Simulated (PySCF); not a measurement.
aminoborane cation (BH₄N), SMILES BN (connectivity only; charge and spin as stated), charge +1, multiplicity 2. Geometry: ωB97X-D3(BJ)/def2-TZVP. The multiplicity is an assumed one; other spin states were not compared.

Computed with ωB97X-D3(BJ)/def2-TZVP in PySCF.

Harmonic wavenumbers (cm⁻¹): 95, 494, 640, 813, 972, 1018, 1046, 1549, 2535, 2641, 3436, 3520. Rotational constants (GHz): 135.2, 24.00, 23.15; symmetry number 2.

Work out the zero-point energy and the ideal-gas rigid-rotor harmonic-oscillator thermochemistry at 298.15 K and 1 atm.

ZPE = ½ Σ hcν = ½ × 18761 cm⁻¹ = 112.21 kJ/mol. H − E(el) = 125.54 kJ/mol. Entropy in J/(mol K): translation 150.68, rotation 73.73, vibration 21.30, spin 5.76, total 251.47. G − E(el) = 50.56 kJ/mol. Cp = 58.18 J/(mol K). Modes under 150 cm⁻¹ make the vibrational entropy uncertain.
